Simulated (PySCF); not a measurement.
**Excited states of Al³⁺ (aluminium, charge +3)**

Ground state [Ne], ¹S. All numbers are calculated (PySCF 2.14, the non-relativistic Hamiltonian (point nucleus), in aug-cc-pV(D+d)Z with one added diffuse shell each of s, p, d type (6s5p4d, 41 functions)). Vertical excitation energies in eV without spin-orbit coupling; excited terms of each kind are numbered among those the solver found. Frozen: 1s2.

```tsv
term	leading excitation	EOM-EE-CCSD
1 3P°	2p → s	78.289
1 1P°	2p → s	78.797
1 3S	2p → p	85.287
1 3D	2p → p	86.148
1 1D	2p → p	86.431
1 1P	2p → p	86.638
1 3P	2p → p	86.642
1 1S	2p → p	89.451
2 3P°	2p → d	96.208
1 3F°	2p → d	96.480
1 1F°	2p → d	96.629
1 1D°	2p → d	96.851
2 3S	2p → p	103.47
2 1D	2p → p	103.72
```

The solver can miss terms.
